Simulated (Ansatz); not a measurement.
Mulliken charges of CH4Cl2SSn, SMILES `C[S][SnH]([Cl])[Cl]` from r2SCAN/def2-TZVPP in Ansatz (PBE0-D4/def2-TZVP geometry).

| atom | x (Å) | y (Å) | z (Å) | charge (e) |
| --- | --- | --- | --- | --- |
| C1 | 0.913 | -1.113 | -0.769 | -0.148 |
| S2 | 0.812 | -0.811 | 1.022 | -0.300 |
| Sn3 | -0.747 | 0.962 | 1.006 | 0.954 |
| Cl4 | -2.667 | 0.251 | -0.090 | -0.363 |
| Cl5 | 0.071 | 2.655 | -0.357 | -0.363 |
| H6 | 1.285 | -0.234 | -1.294 | 0.103 |
| H7 | 1.624 | -1.930 | -0.892 | 0.090 |
| H8 | -0.053 | -1.416 | -1.170 | 0.103 |
| H9 | -1.150 | 1.588 | 2.528 | -0.076 |

By hand: the dipole of these point charges (1 e Å = 4.8032 D).

Σ q r = (0.211, -0.193, 0.403) e Å, of length 0.494 e Å = 2.37 D.

How does the dipole of the full density compare? (Estimate.)

The calculation gave: (0.206, -0.217, 0.133) e Å, 1.57 D; the point charges give 1.51 times that, at 31° from its direction.

Point charges leave out the atoms' own dipoles, such as those of lone pairs, and Mulliken's split depends on the basis, so the two needn't agree.
